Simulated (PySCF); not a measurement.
Multinuclear NMR of C8H7OP

Atom-mapped SMILES (the numbers label the heavy atoms): `[CH3:1][c:2]1[o:3][c:4]2[cH:5][cH:6][cH:7][cH:8][c:9]2[p:10]1`. Hydrogens are named by the atom that carries them.

- PBE0-D3(BJ)/def2-SVP structure
- σ from GIAO-PBE0/pcSseg-1
- program: PySCF
- in vacuum, fast rotation and ring inversion assumed for equivalent nuclei, relativity neglected, single conformer

Question: Predict the ³¹P NMR data.

Answer: 
```json
{"atoms": "P10", "environment": "phosphorus bonded to 2 C, in a 5-membered ring", "σ (ppm)": "210.6", "δ (ppm)": "99.0"}
```

Shieldings were converted by a linear fit to measured shifts: ³¹P: δ = 282.38 − 0.871σ (rms 18.7 ppm, 97 shifts vs H3PO4, solution or neat liquid). A few per cent of atoms miss by over 2 rms, more outside the fitted compound classes.

On a 600 MHz spectrometer ³¹P resonates near 242.9 MHz, so 1 ppm is 242.9 Hz.

Question: Where does ¹⁷O resonate?

Answer: 
| atoms | environment | σ (ppm) | δ (ppm) |
| --- | --- | --- | --- |
| O3 | aromatic ring oxygen | 3.4 | 261.0 |

Shieldings were converted by a linear fit to measured shifts: ¹⁷O (scatter 13.4 ppm rms, 14.2 ppm with the 1 outlier that the fit left out vs liquid water, solution or neat liquid). A few per cent of atoms miss by over 2 rms, more outside the fitted compound classes.

On a 500 MHz spectrometer ¹⁷O resonates near 67.8 MHz, so 1 ppm is 67.8 Hz.
